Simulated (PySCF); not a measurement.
C6H14GeO, SMILES C=[CH][Ge]([OH])([CH2]C)[CH2]C (GFN2-xTB optimised geometry):

```
22

C      0.225    -2.458     2.679
C     -0.533    -2.210     1.626
Ge     0.096    -1.258     0.000
O      1.868    -1.258     0.000
C     -0.294     0.703     0.000
C     -1.778     1.036    -0.039
C     -0.556    -2.228    -1.645
C     -0.110    -1.558    -2.936
H     -0.141    -2.972     3.556
H      1.258    -2.145     2.710
H     -1.565    -2.531     1.629
H      2.287    -2.115     0.028
H      0.214     1.141    -0.859
H      0.163     1.131     0.892
H     -2.287     0.620     0.829
H     -2.243     0.627    -0.934
H     -1.931     2.115    -0.038
H     -1.643    -2.283    -1.611
H     -0.185    -3.254    -1.611
H     -0.530    -0.557    -3.012
H     -0.432    -2.131    -3.804
H      0.975    -1.471    -2.963
```

Computed with PySCF with B3LYP/def2-SVP.

Task: What are the frontier orbital energies and the dipole moment?

Result: HOMO-2 -7.81 eV, HOMO-1 -7.38 eV, HOMO -6.99 eV, LUMO -0.21 eV, LUMO+1 1.02 eV; dipole moment 1.37 D.

On the same geometry PySCF with PBE/def2-SVP gives HOMO-2 -6.78 eV, HOMO-1 -6.30 eV, HOMO -5.92 eV, LUMO -1.00 eV, LUMO+1 0.45 eV; dipole moment 1.27 D.

Meta-Löwdin charges at B3LYP/def2-SVP: C1 -0.19, C2 -0.30, Ge3 0.92, O4 -0.70, C5 -0.35, C6 -0.27, C7 -0.36, C8 -0.27, H9 0.10, H10 0.10, H11 0.10, H12 0.31, H13 0.10, H14 0.10, H15 0.09, H16 0.09, H17 0.09, H18 0.09, H19 0.09, H20 0.09, H21 0.09, H22 0.09.
